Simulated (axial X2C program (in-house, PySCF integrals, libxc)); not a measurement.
# RuH: cheaper levels and CCSD(T), 2c

Calculated with an in-house all-electron X2C program for linear molecules (integrals from PySCF). Two-component (2c) means X2C with spin–orbit coupling and atomic mean-field two-electron Coulomb and Gaunt terms. Basis: Ru dyall-cv3z [12s12p8d5f3g], H dyall-v3z [6s2p1d] (cores contracted in-house); Gaussian nuclei, density fitting, unrestricted open shells. Masses: Ru 101.904 u, H 1.008 u.

State: Ω = 3/2 (⟨Sz⟩ = 1.48, ⟨Lz⟩ = 0.02 at HF); fragments Ru + H.

| level | Re (Å) | ωe (cm⁻¹) |
| --- | --- | --- |
| PBE0 | 1.584 | 1966.0 |
| HF | 1.675 | 1659.5 |
| MP2 | 1.567 | 1997.0 |
| CCSD | 1.592 | 1915.0 |
| r2SCAN | 1.583 | 2002.8 |

Correlated methods: 9 electrons correlated (number of frozen shells: Ru 4 s, 3 p, 1 d; H none), 222 virtual spin orbitals or spinors in MP2, 90 natural virtuals in coupled cluster.

CCSD(T), same Hamiltonian and basis:

Re = 1.586 Å, ωe = 1935.8 cm⁻¹; T1 = 0.031 (Lee–Taylor normalisation).

(1) Give the differences from CCSD(T) in the columns below.

Occupations by symmetry block were frozen at the best pattern of an incomplete PBE0 search. De is not given where an atomic determinant may have missed its ground term or J level, or where the truncated virtual space spoils (T). Density functionals use the spin component along the axis (collinear). Coupled cluster ran in a truncated set of natural virtual spinors; the MP2 energy of the rest was added. (T) has no such correction and the atoms are truncated less, which lowers De at CCSD(T) by a hundredth of an eV or more. PBE0 can misorder states that lie within some tenths of an eV, so this need not be the ground state of the molecule. The nearest other 2c determinant of the search, Ω = 9/2, lies 0.20 eV up at the distance of the search. The functionals have no current-density term, which raises determinants with orbital currents, atoms included. With several unpaired electrons one determinant need not be a pure state. This is the top spin component of a Σ state; components of lower Ω are not single determinants and can lie lower. The determinant is spin-polarised beyond a pure state at some levels (its spin-free form has ⟨S²⟩ too high), which makes Re and μ there less reliable.

## Answers

(1) 

```
 level  ΔRe (Å)  Δωe (cm⁻¹)
  PBE0   -0.002          30
    HF    0.089        -276
   MP2   -0.019          61
  CCSD    0.006         -21
r2SCAN   -0.003          67
```
